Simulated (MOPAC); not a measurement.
MOPAC input (AM1):

```
AM1 PRECISE GNORM=0.05 LET XYZ CHARGE=-1 GEO-OK AUX(PRECISION=9) THREADS=1
C4H5S

C    -1.40200846 1   -0.06372100 1   -0.07884553 1
C    -0.83433440 1   -1.40913212 1   -0.05532326 1
C     0.49524471 1   -1.42546253 1    0.01897867 1
C     1.29915314 1   -0.11273744 1    0.07200857 1
S     0.10258685 1    1.25806178 1    0.01344965 1
H    -1.94183446 1    0.17935240 1   -0.99729568 1
H    -2.04109697 1    0.16848289 1    0.77654600 1
H     1.09880002 1   -2.33585798 1    0.04717445 1
H     1.89794005 1   -0.04271835 1    0.98912731 1
H     1.99647189 1   -0.03192885 1   -0.77165710 1
```

From the output:

```
                                                       MOPAC v23.2.5 Linux

          FINAL HEAT OF FORMATION =         35.52612 KCAL/MOL =     148.64129 KJ/MOL

          COSMO AREA              =        116.96 SQUARE ANGSTROMS
          COSMO VOLUME            =        106.72 CUBIC ANGSTROMS

          GRADIENT NORM           =          0.02300          =       0.00727 PER ATOM
          IONIZATION POTENTIAL    =          2.509568 EV
          HOMO LUMO ENERGIES (EV) =         -2.510  6.519
          NO. OF FILLED LEVELS    =         14
          MOLECULAR WEIGHT        =         85.1435         POINT GROUP:  Cs

          MOLECULAR DIMENSIONS (Angstroms)

            Atom       Atom       Distance
            H    10    H     7     4.32911
            S     5    H     8     3.50552
            H     6    H     9     3.26403

          SCF CALCULATIONS        =         25

   ATOM   CHEMICAL          X               Y               Z
  NUMBER   SYMBOL      (ANGSTROMS)     (ANGSTROMS)     (ANGSTROMS)

     1       C         -1.40740183  *  -0.04609494  *  -0.07903771  *
     2       C         -0.79501306  *  -1.32963016  *  -0.05263051  *
     3       C          0.52721475  *  -1.41779800  *   0.02080802  *
     4       C          1.28695907  *  -0.12497739  *   0.07125155  *
     5       S          0.07354652  *   1.18923303  *   0.01139941  *
     6       H         -1.93745626  *   0.20088495  *  -1.02220406  *
     7       H         -2.03953934  *   0.18970951  *   0.80205221  *
     8       H          1.10918779  *  -2.34066672  *   0.04772553  *
     9       H          1.87769471  *  -0.02749552  *   1.01090957  *
    10       H          1.97878850  *  -0.01641235  *  -0.79535902  *

                             CARTESIAN COORDINATES

   1    C       -1.407401825    -0.046094944    -0.079037710
   2    C       -0.795013061    -1.329630164    -0.052630507
   3    C        0.527214748    -1.417798000     0.020808024
   4    C        1.286959066    -0.124977391     0.071251546
   5    S        0.073546520     1.189233032     0.011399407
   6    H       -1.937456257     0.200884947    -1.022204057
   7    H       -2.039539336     0.189709509     0.802052205
   8    H        1.109187793    -2.340666716     0.047725533
   9    H        1.877694707    -0.027495517     1.010909574
  10    H        1.978788501    -0.016412351    -0.795359015

           Empirical Formula: C4 H5 S  =    10 atoms

      MOLECULAR POINT GROUP   :   Cs

                  EIGENVALUES
 -30.72235 -24.69205 -19.84929 -13.69594 -11.83195 -10.44724  -9.69275  -9.02462
  -7.75586  -7.42174  -6.12880  -4.07237  -3.56400  -2.50957   6.51943   6.63183
   7.21130   9.10559   9.11363   9.19412   9.61543   9.84205   9.91781  11.34775
  12.29567

              NET ATOMIC CHARGES AND DIPOLE CONTRIBUTIONS

  ATOM NO.   TYPE          CHARGE      No. of ELECS.   s-Pop       p-Pop
    1          C          -0.043072        4.0431     1.24588     2.79719
    2          C          -0.431107        4.4311     1.43276     2.99835
    3          C          -0.296555        4.2966     1.22413     3.07243
    4          C          -0.139439        4.1394     1.22666     2.91278
    5          S          -0.396519        6.3965     1.88411     4.51241
    6          H           0.063166        0.9368     0.93683
    7          H           0.063165        0.9368     0.93683
    8          H           0.085820        0.9142     0.91418
    9          H           0.047270        0.9527     0.95273
   10          H           0.047271        0.9527     0.95273
 DIPOLE           X         Y         Z       TOTAL
 POINT-CHG.     0.237     1.805     0.024     1.820
 HYBRID         1.015     0.210     0.058     1.038
 SUM            1.252     2.015     0.082     2.373

          ATOMIC ORBITAL ELECTRON POPULATIONS

     Atom    s        px        py        pz
    1  C   1.24588   0.95433   0.86981   0.97305
    2  C   1.43276   1.06473   1.16437   0.76925
    3  C   1.22413   0.92470   0.90987   1.23786
    4  C   1.22666   0.96025   0.97355   0.97898
    5  S   1.88411   1.23224   1.29996   1.98021
    6  H   0.93683
    7  H   0.93683
    8  H   0.91418
    9  H   0.95273
   10  H   0.95273

 **********************
 *                    *
 * JOB ENDED NORMALLY *
 *                    *
 **********************

 == MOPAC DONE ==
```

The dipole moment of an ion depends on the origin.

The geometry given is a B3LYP-D3(BJ)/def2-TZVP minimum.
